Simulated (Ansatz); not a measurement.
Geometry optimisation, RKS PBE-D4/def2-SVP in Ansatz 0.2.0.

Input:

```yaml
crystal:
  periodic: [false, false, false]
  atoms:
    - { symbol: Al, position_ang: [1.133971, -0.258034, 0.381798] }
    - { symbol: Cl, position_ang: [1.128183, 1.18185, 2.042432] }
    - { symbol: "N", position_ang: [1.782359, 0.293019, -1.177552] }
    - { symbol: "N", position_ang: [0.594111, -1.913375, 0.727309] }
    - { symbol: H, position_ang: [-1.139368, 1.164235, 0.700215] }
    - { symbol: C, position_ang: [-1.884613, 0.924641, -0.058979] }
    - { symbol: H, position_ang: [1.832853, -0.26287, -2.034766] }
    - { symbol: H, position_ang: [2.140248, 1.235792, -1.335499] }
    - { symbol: H, position_ang: [0.593097, -2.692774, 0.068739] }
    - { symbol: H, position_ang: [0.241067, -2.210929, 1.637594] }
    - { symbol: H, position_ang: [-2.776928, 0.49408, 0.433063] }
    - { symbol: H, position_ang: [-1.485757, 0.192348, -0.787728] }
    - { symbol: H, position_ang: [-2.159123, 1.852019, -0.596425] }
basis:
  gaussian: { orbitals: def2-SVP }
hamiltonian:
  xc: pbe
  dispersion: d4
relax:
  f_tol: 0.03
  max_steps: 50
```

Run as:

```bash
$ ansatz run input.yaml --threads 2 --pin off --max-ram 3072MiB --backend cpu --events-out ev --progress --plain --runs-dir out
```

Q: Where does it end, and by what steps?

A: It converged. The force dipped under the threshold on the way, but the program's further checks kept it going. After 31 steps the energy has fallen by 0.106 eV; H11 moved furthest, 1.19 Å.

| step | energy less start (eV) | largest force component (eV/Å) | accepted |
| --- | --- | --- | --- |
| 0 | 0.0000 | 0.656 | yes |
| 2 | -0.0498 | 0.225 | yes |
| 4 | -0.0554 | 0.276 | yes |
| 6 | -0.0796 | 0.058 | yes |
| 8 | -0.0830 | 0.357 | yes |
| 10 | -0.0928 | 0.070 | yes |
| 12 | -0.0924 | 0.254 | no |
| 14 | -0.0963 | 0.064 | yes |
| 16 | -0.0975 | 0.149 | yes |
| 18 | -0.0998 | 0.033 | yes |
| 20 | -0.0998 | 0.064 | no |
| 22 | -0.1013 | 0.076 | yes |
| 24 | -0.1021 | 0.029 | yes |
| 26 | -0.1029 | 0.207 | no |
| 28 | -0.1047 | 0.046 | yes |
| 30 | -0.1056 | 0.038 | yes |
| 31 | -0.1057 | 0.001 | yes |

```xyz
13
Properties=species:S:1:pos:R:3
Al 1.119 -0.308 0.398
Cl 1.348 1.042 2.019
N 1.694 0.207 -1.205
N 0.437 -1.914 0.740
H -1.637 1.720 0.797
C -1.766 1.018 -0.048
H 1.673 -0.345 -2.063
H 2.109 1.123 -1.382
H 0.308 -2.675 0.071
H 0.134 -2.207 1.671
H -1.711 -0.024 0.327
H -0.960 1.183 -0.791
H -2.747 1.180 -0.532
```

Whether the end is a true minimum wasn't checked by a vibrational analysis.

Time of the run: 47 s on 2 threads of Intel(R) Xeon(R) 6975P-C (Granite Rapids), with other jobs on the host, peak memory 0.18 GiB.
